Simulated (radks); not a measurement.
Spherical jellium clusters: N electrons in a uniform positive sphere of charge N and radius rs N^(1/3), rs = 4.34 bohr. Method: non-relativistic Kohn-Sham, LDA (Slater exchange, Perdew-Wang correlation), spin-polarised, spherical densities; computed with a radial shooting solver with Libxc functionals. Levels are named by radial order and angular momentum (1s, 1p, 1d, 2s, ...), and open shells are averaged over m.

N = 2, configuration 1s2. This is the lowest configuration that the search found. Occupied and some empty levels:

level  occupation  eigenvalue (eV)  <r> (bohr)
1s              2          -2.9972       4.393
1p              0          -1.2283       6.308
2s              0         -0.19456       11.88

Energy (eV): total -3.36963, kinetic 2.6985, external -22.952, Hartree 11.187, exchange-correlation -6.2468, background 11.943. Static polarisability (adiabatic kernel): 256.3 bohr^3, against R^3 = 163.5 for a classical metal sphere.

Electron density:

r (bohr)  n(r) (e/bohr^3)
0.673            0.005640
1.39             0.005213
2.12             0.004529
2.84             0.003662
3.56             0.002730
4.28             0.001864
5.00             0.001163
5.72            0.0006684
6.45            0.0003617
7.17            0.0001878
7.89           0.00009445
8.61           0.00004645
9.33           0.00002248
